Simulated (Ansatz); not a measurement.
CH4AlFSe (`FC[Se][AlH2]`). The species carries charge 0 and has multiplicity 1. Correlated methods include outer-core shells of Se, which these sets cover unevenly. Scalar relativity is left out up to krypton.

```
atom   x (Å)   y (Å)   z (Å)
  F1   0.520   0.481  -0.789
  C2  -0.939   0.351  -0.799
 Se3  -1.384  -0.892   0.619
 Al4   0.958  -0.446   0.934
  H5  -1.300   1.362  -0.630
  H6  -1.180  -0.019  -1.791
  H7   1.348   0.765   1.875
  H8   1.977  -1.602   0.582
```

(1) Give the diagnostics of a CCSD(T)/def2-TZVPP run (frozen core, Ansatz). (Estimate.)

Results:

(1) The calculation gave: T1 = 0.0105, largest single amplitude 0.013, largest double 0.022, (T) share of the correlation energy 3.5 %, 10 CCSD cycles. The RHF solution is stable towards an unrestricted one. T1 lies under the customary mark of 0.02 for closed shells.
